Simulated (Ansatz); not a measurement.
Cost and result for the atomization energy of `O=[C]([SiH3])[AlH][OH]` (10 atoms, 9 bonds).

```xyz
10

O    -1.6107   -0.9443   -1.2450
C    -0.7053   -0.5080   -0.5560
Si    0.5976   -1.6991    0.2457
Al   -0.6789    1.5095   -0.3239
O     0.5881    2.0897    0.6386
H     0.5478   -1.4936    1.7188
H     1.9425   -1.2868   -0.2400
H     0.3266   -3.1189   -0.0964
H    -1.7623    2.4460   -0.9962
H     0.7547    3.0055    0.8544
```

Total charge 0; spin multiplicity 1. All single points use the PBE0-D4/def2-TZVP geometry. It is one conformer, not always the lowest. Program: Ansatz. All runs use 4 threads of an Intel Xeon Platinum 8488C on a shared host. Times are those of one run each, without the atoms' runs, and a repeat can differ threefold. Electronic energies, without spin–orbit coupling; frozen cores. CCSD(T)/CBS adds CCSD(T) − MP2 in def2-TZVPP to the MP2 limit, and its time is that of the two runs behind it. T1 = 0.016. B3LYP takes the VWN-RPA correlation (the form of Gaussian; ORCA's B3LYP/G).

CCSD(T)/CBS is a level of theory with its own doubt, some kJ/mol a heavy atom from the limit and from the frozen cores, so smaller differences don't rank the functionals.

```tsv
level	functions	wall time
LDA (SPW92)/def2-TZVPP	247	1.1 s
PBE0-D4/def2-TZVPP	247	1.9 s
BHLYP-D4/def2-TZVPP	247	2 s
r2SCAN-D4/def2-TZVPP (with forces)	247	2.6 s
CCSD(T)/def2-SVP	103	2.8 s
B3LYP-D4/def2-TZVPP (with forces)	247	3 s
r2SCANh-D4/def2-TZVPP	247	3 s
PBE-QIDH/def2-TZVPP	247	4.2 s
ωB97X-V/def2-TZVPP	247	4.8 s
ωB97M-V/def2-TZVPP (with forces)	247	7 s
MP2/def2-QZVPP	461	16 s
CCSD(T)/def2-TZVPP	247	60 s
CCSD(T)/CBS(def2)	–	76 s
```

What atomization energy does each give, and how far from CCSD(T)/CBS? (Best estimate.)

Computed: 
```tsv
level	atomization (kJ/mol)	difference from CCSD(T)/CBS	per bond
LDA (SPW92)/def2-TZVPP	3963.3	490.3	54.5
PBE0-D4/def2-TZVPP	3423.3	-49.7	-5.5
BHLYP-D4/def2-TZVPP	3327.0	-146.0	-16.2
r2SCAN-D4/def2-TZVPP (with forces)	3470.9	-2.1	-0.2
CCSD(T)/def2-SVP	3235.9	-237.1	-26.3
B3LYP-D4/def2-TZVPP (with forces)	3455.9	-17.1	-1.9
r2SCANh-D4/def2-TZVPP	3435.6	-37.4	-4.2
PBE-QIDH/def2-TZVPP	3403.2	-69.8	-7.8
ωB97X-V/def2-TZVPP	3477.9	4.9	0.6
ωB97M-V/def2-TZVPP (with forces)	3472.2	-0.8	-0.1
MP2/def2-QZVPP	3502.4	29.4	3.3
CCSD(T)/def2-TZVPP	3366.9	-106.1	-11.8
CCSD(T)/CBS(def2)	3473.0	0.0	0.0
```

From r2SCAN to r2SCAN0 (25 % exact exchange), in def2-TZVPP and without D4, the atomization energy moves by −86.9 kJ/mol: exact exchange takes away binding that semilocal exchange gives to molecules. The D4 term adds +32.6 kJ/mol with B3LYP and +17.2 kJ/mol with PBE0; it sums over pairs of atoms, weighted by their polarisabilities, and B3LYP, whose exchange is more repulsive, gets the larger term. In def2-TZVPP, CCSD(T) changes the Hartree–Fock value by +935.5 kJ/mol (the triples alone add +61.1 kJ/mol) and MP2 by +1007.3 kJ/mol; breaking electron pairs costs correlation energy, which Hartree–Fock lacks.
